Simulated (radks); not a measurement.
These are the eigenvalues of the occupied orbitals of an atom or ion with whole-number occupations (hartree). All-electron calculation, Dirac Kohn-Sham, PBE, spin-unpolarised, spherical densities, finite nucleus; Fermi nuclear charge, rms radius of each element as measured or else 0.836 A^(1/3) + 0.57 fm. Program: a radial shooting solver on a logarithmic mesh with Libxc functionals.

| orbital | eigenvalue |
|---|---|
| 1s1/2 | -129.4232 |
| 2s1/2 | -12.98521 |
| 2p1/2 | -10.36285 |
| 2p3/2 | -10.25657 |
| 3s1/2 | -1.29870 |
| 3p1/2 | -0.69785 |
| 3p3/2 | -0.68805 |
| 4s1/2 | -0.08522 |

Which element is it, and in what charge state? The configuration may be excited. Open shells, if any, are shared by 2j + 1.

Answer. Z = 19, potassium, charge 0: K in [Ar] 4s1. The list shows which subshells hold electrons but not how many an open one holds; the 1s level, -129.42 hartree, gives Z - s = 16.1 by -(Z - s)^2/2, which with screening and relativity narrows Z to a few neighbours, and the depths of the outer levels then fix element, charge and occupations together.
